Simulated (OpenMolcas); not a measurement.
## What dynamic correlation does to the levels of Re3+

```yaml
Program: OpenMolcas
Basis: ANO-RCC-VQZP [9s8p6d4f3g2h]
Scalar_Hamiltonian: DKH2, point nucleus
Active_space: 4 electrons in 5 orbitals (5d)
State_averaging: 2S+1 = 5 even, 5 roots; 2S+1 = 3 even, 45 roots; 2S+1 = 1 even, 50 roots
Spin-orbit_coupling: state interaction with AMFI integrals over the reference wave functions, term energies averaged over their components
```

Methods on the same reference wave functions:
A. CASSCF
B. SS-CASPT2, IPEA 0.25 Eh, imaginary shift 0.1 Eh (closed shells correlated: 5s 5p)
C. MS-CASPT2, IPEA 0.25 Eh, imaginary shift 0.1 Eh (closed shells correlated: 5s 5p)

Energies in cm-1 above 5d4 5D0, the measured ground level; measured values from the list in Brasseur, Gamrath and Quinet, At. Data Nucl. Data Tables 157, 101636 (2024).

| Level | A | B | C | Measured |
| --- | --- | --- | --- | --- |
| 5d4 5D0 [67 %] | 0.0 | 0.0 | 0.0 | 0.0 |
| 5d4 5D1 | 2534 | 3280 | 3260 | 3084 |
| 5d4 5D2 | 5265 | 6330 | 6290 | 5979 |
| 5d4 5D3 | 7772 | 8790 | 8730 | 8350 |
| 5d4 5D4 | 9945 | 10580 | 10530 | 10121 |
| 5d4 3P0(1) [56 %] | 17838 | 15510 | 15450 |  |
| 5d4 3H4 [58 %] | 19257 | 17840 | 17770 | 16946 |
| 5d4 3G3 [59 %] | 23304 | 21060 | 21010 | 19817 |
| 5d4 3H5 | 23307 | 21950 | 21890 | 20930 |
| 5d4 3P1(1) | 23934 | 20820 | 20710 | 19340 |
| 5d4 3F2(1) [70 %] | 24397 | 21330 | 21280 | 19851 |
| 5d4 3H6 | 25276 | 23870 | 23810 | 22896 |
| 5d4 3P2(1) [59 %] | 29715 | 26150 | 25950 |  |
| 5d4 3F3(1) [55 %] | 30930 | 28170 | 28090 |  |
| 5d4 3D3 [58 %] | 33316 | 30010 | 29960 | 28526 |
| 5d4 3G5 | 33497 | 31590 | 31530 | 30052 |
| 5d4 1I6 | 35702 | 33620 | 33570 | 32396 |
| 5d4 3D1 | 36810 | 33400 | 33380 | 31543 |
| 5d4 1G4(1) [50 %] | 40916 | 38070 | 38010 |  |
| 5d4 1S0(1) | 42324 | 38520 | 38270 | 36484 |
| 5d4 1F3 [68 %] | 46065 | 40500 | 40440 | 38458 |
| 5d4 3P2(2) | 50734 | 44240 | 44330 |  |
| 5d4 3F4(2) [65 %] | 52340 | 46900 | 46850 | 44726 |
| 5d4 3F2(2) [73 %] | 54291 | 48560 | 48530 |  |

Deviations, from unrounded energies. A percentage is the sum of absolute deviations over the sum of measured energies, with the sign that they share, or ± where signs differ.

| Against measurement | Levels | A | B | C |
| --- | --- | --- | --- | --- |
| mean absolute deviation (cm-1) | 17 | 3500 | 1200 | 1200 |
| fine structure of the ground term (%) | 4 | -7.3 | +5.3 | +4.6 |
| other terms of the ground configuration (%) | 13 | +15.9 | +5.4 | +5.1 |

C lies closest to measurement on these levels and A furthest from it. The largest miss of C in the table is 5d4 3F4(2) [65 %], by +2100 cm-1. The ranking rests on the paired levels alone, and a cruder setting can come out closer through cancelling errors.

Between B and C the level of the table that moves most is 5d4 1S0(1), by 250 cm-1 (lowest in C, highest in B). Moves below CASPT2's spread within the term are not significant.

The mean deviations of B to C differ by less than CASPT2's widest spread within a term (1000 cm-1), so their order carries little weight.

From A to B the spin-free energies of the other terms of 5d4 shown, above 5D, scale by factors of 0.73 to 0.85, as is usual when dynamic correlation screens the repulsion within a d or f shell.

The lowest spin-free term lies below A's lowest term by 0.308 hartree in B, 0.308 hartree in C.

CASPT2 does not keep the components of a term degenerate, so their means are used; among the terms shown or strongly mixed into the levels shown the widest spread is 1000 cm-1 (5d4 1I, C). Without dynamic correlation excited terms often stand tens of per cent too high (terms of higher spin than the ground term too low), and those without a measured partner can miss by more than the paired ones (holds for A). Some levels mix across a computed gap that differs much from the measured one, so their mixing is not that of the real levels (holds for A). The CASPT2 spread within a term exceeds the gap to the next term for 5d4 3P(1) and 5d4 3H, 5d4 1I and 5d4 3D, so the order of their levels is uncertain (holds for C). Computed and measured levels are paired by configuration, term and J; levels that our copy of the source lacks, or whose pairing is in doubt (as where it misses far off the trend of its configuration), stay unpaired and out of the deviations. Only configurations of the active space appear. The table leaves out levels that lie high or whose names do not pair safely across all columns.

A share in square brackets marks a mixed level and gives the weight of the term that names it, the lowest over the columns. A number in round brackets counts repeated terms of one configuration in the order of the reference energies.
